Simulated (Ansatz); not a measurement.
Consider the redistribution: `[NH2][Al]([F])[PH]O` + `P[SiH2][SeH]` → `[NH2][Al]([F])[PH2]` + `OP[SiH2][SeH]`.

Isolated molecules relaxed with PBE0-D4/def2-TZVP in Ansatz; ΔE leaves out vibrations. CBS: MP2 limit from def2 TZ/QZ plus the TZ coupled-cluster correction, frozen cores. Functionals use def2-TZVPP. For Se outer-core shells are correlated without core-valence functions, which leaves a few kJ/mol of doubt a bond. Scalar relativity is left out up to krypton. Each species was taken in one conformer, which may not be the lowest.

`[NH2][Al]([F])[PH]O`:

Z-matrix (Å, degrees):
```
N
Al 1 1.755
H 1 1.007 2 122.5
H 1 1.006 2 126.3 3 176.2
F 2 1.652 1 119.8 3 -177.2
P 2 2.334 1 121.0 3 6.8
O 6 1.677 2 96.2 1 -16.0
H 6 1.430 2 92.8 1 -116.7
H 7 0.960 6 109.0 2 154.8
```

`P[SiH2][SeH]`:

Cartesian coordinates in Å:
```
P 1.184 -1.262 -0.896
Si -0.622 -0.229 -0.046
Se 0.012 1.704 0.990
H 1.695 -0.074 -1.484
H 1.941 -1.108 0.296
H -1.282 -1.148 0.915
H -1.568 0.056 -1.155
H -1.360 2.062 1.380
```

`[NH2][Al]([F])[PH2]`:

Cartesian coordinates in Å:
```
N -1.590 0.238 0.288
Al -0.079 -0.638 0.099
F -0.176 -2.267 -0.161
P 2.012 0.329 0.310
H -2.503 -0.187 0.257
H -1.668 1.231 0.428
H 1.566 1.535 -0.300
H 2.438 -0.241 -0.921
```

`OP[SiH2][SeH]`:

```xyz
9

O    -1.948    0.485   -0.580
P    -1.195   -0.340    0.649
Si    0.883   -0.487   -0.226
Se    1.917    1.542   -0.114
H    -2.445    1.220   -0.212
H    -1.536   -1.669    0.260
H     1.618   -1.526    0.546
H     0.892   -0.820   -1.674
H     1.814    1.597    1.351
```

| level | ΔE (eV) |
| --- | --- |
| LDA (SPW92) | -0.14 |
| HF/def2-QZVPP | -0.12 |

(1) What does CCSD(T)/CBS give? (Estimate.)

Largest T1 diagnostic among the species: 0.013.

Answers

(1) The calculation gave: -0.13 eV. The listed levels differ from it by -0.01, 0.01 eV.

Leaving LDA and LC-ωPBE aside and taking each functional with its dispersion term where it has one, the values, not all of them listed here, spread over 0.04 eV, from B97M-V to BLYP-D4.
